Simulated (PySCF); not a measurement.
**Polarisability and C₆ of P²⁺ (phosphorus, charge +2)**

[Ne] 3s2 3p1, 2P determinant. Calculation: PySCF 2.14, in aug-cc-pVDZ-DK (5s4p2d, 27 functions); the spin-free X2C one-electron Hamiltonian (Gaussian nucleus). Coupled (time-dependent) response in atomic units; α is the mean over directions. A double-zeta set is small for polarisabilities.

```json
{"method": "UHF", "mean α (bohr³)": "9.477", "α xx, yy, zz": "9.701, 9.027, 9.701", "C₆ (like pair)": "34.62", "S(−4)": "38.74"}
{"method": "PBE", "mean α (bohr³)": "9.079", "α xx, yy, zz": "9.249, 8.738, 9.249", "C₆ (like pair)": "32.41", "S(−4)": "34.64"}
{"method": "PBE0", "mean α (bohr³)": "9.151", "α xx, yy, zz": "9.347, 8.757, 9.347", "C₆ (like pair)": "32.82", "S(−4)": "35.25"}
{"method": "LC-wPBE", "mean α (bohr³)": "9.146", "α xx, yy, zz": "9.357, 8.723, 9.357", "C₆ (like pair)": "32.67", "S(−4)": "35.73"}
{"method": "B97-3", "mean α (bohr³)": "9.189", "α xx, yy, zz": "9.344, 8.880, 9.344", "C₆ (like pair)": "33.02", "S(−4)": "35.57"}
```

S(−4) is the Cauchy moment in α(ω) = α(0) + S(−4) ω² + …

α(iu) at PBE:

```csv
u (hartree),α(iu) (bohr³)
0,9.079
0.0500,8.993
0.100,8.746
0.200,7.889
0.300,6.795
0.500,4.737
0.750,3.002
1.00,1.997
1.50,1.032
2.00,0.6224
3.00,0.2981
5.00,0.1167
```

A single London oscillator, α(iu) = α/(1 + u²/ω²), gives C₆ = (3/4) ω α². Matching the computed C₆ needs ω = 4 × 32.41 / (3 × 9.079²) = 0.524 hartree.

For an ion, C₆ is the dispersion term alone; charge-induced terms of lower order in 1/R come first.

The components differ because the open shell of this determinant is not spherical; for a pure term their mean is the scalar polarisability.
